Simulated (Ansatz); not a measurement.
Total energies of the cluster TeAu₂ from Ansatz at PBE-D4/def2-TZVP, gas phase (1 Eh = 27.2114 eV = 2625.5 kJ/mol). The reference geometry is relaxed at PBE0-D4/def2-TZVP.

```tsv
atom	x (Å)	y (Å)	z (Å)
Au1	1.209	-1.360	-0.197
Au2	-0.382	1.672	-0.640
Te3	-0.827	-0.312	0.837
```

| state | geometry | energy (Eh) |
| --- | --- | --- |
| charge 0 singlet | reference | -539.65504 |
| charge 1 doublet | reference | -539.37086 |
| charge 1 doublet | relaxed at PBE0-D4/def2-TZVP | -539.37135 |
| charge 0 triplet | relaxed at PBE0-D4/def2-TZVP | -539.61880 |
| charge 0 quintet | relaxed at PBE0-D4/def2-TZVP | -539.55949 |
| free Au atom (doublet) | – | -135.74600 |
| free Te atom (triplet) | – | -267.97310 |

In the def2 sets Au, Te take a core potential; there is no spin–orbit coupling.

Problem. Work out the vertical ionisation energy to the doublet.

Solution. E(charge 1 doublet) − E(charge 0 singlet) = -539.37086 − (-539.65504) = 0.28418 Eh = 7.73 eV. For comparison, −ε of the highest occupied level is 5.07 eV at this level, 2.66 eV less.

Problem. How much does the charge 1 doublet relax, and what is the adiabatic ionisation energy?

Solution. Relaxation: -539.37086 − (-539.37135) = 0.00049 Eh = 0.01 eV. Adiabatic ionisation energy: 0.28369 Eh = 7.72 eV, without zero-point energy. 

Problem. Which of the charge 0 states is lowest, and how far above it are the others?

Solution. The singlet. triplet: -539.61880 − (-539.65504) = 0.03624 Eh = 95.1 kJ/mol; quintet: -539.55949 − (-539.65504) = 0.09555 Eh = 250.9 kJ/mol. The quintet differs in its bonds from the reference.

Problem. What is the binding energy per atom against free atoms?

Solution. Atoms: 2 × (-135.74600) + 1 × (-267.97310) = -539.46510 Eh. Binding: -539.46510 − (-539.65504) = 0.18994 Eh = 5.17 eV, or 1.72 eV for each of 3 atoms (no zero-point energy, no counterpoise term).

The structure comes from a short search, and lower isomers may exist.
